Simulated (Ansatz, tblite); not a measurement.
Cost and result up the ladder for Ga₂Cl₃ (the lowest doublet isomer of a short search) (5 atoms). The state is a doublet with charge 0. Geometry: r2SCAN-D4/def2-SVP.

```xyz
5

Ga    0.6228   -1.4326    0.8084
Ga   -0.5295    0.4236   -0.4593
Cl    2.4527   -1.0018    1.8949
Cl   -2.2660    1.4176    0.3549
Cl   -0.2800    0.5933   -2.5989
```

Ansatz on 4 threads of Arm Neoverse V1 on a shared host; xTB runs through tblite on one thread. Times are rough, summed over both states, and most runs start from the orbitals of an earlier one. r2SCAN0-D4/def2-TZVP serves as the yardstick here, not as an exact answer. Differences are given only for rows in sets of like size (and for xTB, whose basis is part of the method), since another set adds its own error. The other state is a quartet at its own geometry.

The xTB rows come from tblite. Correlated methods freeze 33 core orbitals; core or outer-core shells of Ga are correlated, in sets that lack core-valence functions. The rows differ in basis, and correlated rows in double-zeta sets carry the largest basis error. The structure comes from a short search, and lower isomers may exist.

Run but left out: HF/STO-3G (doublet: ⟨S²⟩ 1.24, where a pure state has 0.75).

Correlated methods converge slowly with the basis, most of all in double-zeta sets (MP2 moves by 0.02 eV from def2-SVP to def2-TZVP here).

xTB has no spin-polarisation term.

| level | functions | wall time |
| --- | --- | --- |
| GFN1-xTB | 45 | 0.012 s |
| GFN2-xTB | 45 | 0.013 s |
| PBE-D4/def2-TZVP | 207 | 8.2 s |
| BLYP-D4/def2-TZVP (with forces) | 207 | 8.8 s |
| MP2/def2-TZVP | 207 | 15 s |
| PBE0-D4/def2-TZVP | 207 | 18 s |
| r2SCAN-D4/def2-TZVP | 207 | 24 s |
| r2SCAN0-D4/def2-TZVP | 207 | 31 s |
| CCSD(T)/def2-SVP | 118 | 71 s |

(1) Estimate what each level gives for the quartet − doublet (eV).

## Answers

(1) 
```tsv
level	quartet − doublet (eV)	difference from r2SCAN0-D4/def2-TZVP (eV)
GFN1-xTB	5.48	2.32
GFN2-xTB	5.19	2.03
PBE-D4/def2-TZVP	3.12	-0.04
BLYP-D4/def2-TZVP (with forces)	3.28	0.12
MP2/def2-TZVP	3.40	0.24
PBE0-D4/def2-TZVP	3.24	0.08
r2SCAN-D4/def2-TZVP	3.07	-0.09
r2SCAN0-D4/def2-TZVP	3.16	0.00
CCSD(T)/def2-SVP	3.37	–
```
